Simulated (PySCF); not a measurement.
Give a GFN2-xTB geometry of `CN(C)C(=O)N(C)C`.

Z-matrix in Å and degrees, rows numbered from 1:
```
C 
N   1  1.4465
C   2  1.4459  1  113.76
C   2  1.3795  1  116.54  3  -150.82
O   4  1.2164  2  122.29  1     6.99
N   4  1.3797  2  115.42  1  -173.07
C   6  1.4467  4  116.51  2  -173.04
C   6  1.4461  4  122.24  2    39.06
H   1  1.0955  2  111.82  3    59.95
H   1  1.0909  2  108.92  3   -60.61
H   1  1.0870  2  108.69  3   179.73
H   3  1.0957  2  109.79  1   -40.75
H   3  1.0939  2  110.54  1    78.37
H   3  1.0858  2  110.71  1  -160.16
H   7  1.0910  6  108.93  4   148.64
H   7  1.0957  6  111.80  4   -90.79
H   7  1.0871  6  108.70  4    28.99
H   8  1.0957  6  109.76  4   108.07
H   8  1.0939  6  110.55  4  -132.77
H   8  1.0858  6  110.67  4   -11.31
```

Of the pairs four or more bonds apart, O5···H17 is among the closest relative to their van der Waals radii: 2.34 Å, 86 % of the sum of Bondi's values. N2 (nitrogen bound to a carbonyl carbon) has angles 122.3°, 116.5° and 113.8°, sum 352.6°, 0.22 Å off the plane of its three neighbours. The 6 C–N bonds span 1.379 Å (N2–C4, drawn single) to 1.447 Å (N6–C7, drawn single), a spread of 0.068 Å.

Computed geometry: GFN2-xTB, gas phase.

Point group: C2 (tolerance 0.08 Å). Whether it is a minimum is left open (no frequencies). One conformer, not necessarily the lowest (C1–N2–C4–O5 7°, N2–C4–N6–C7 -173°).
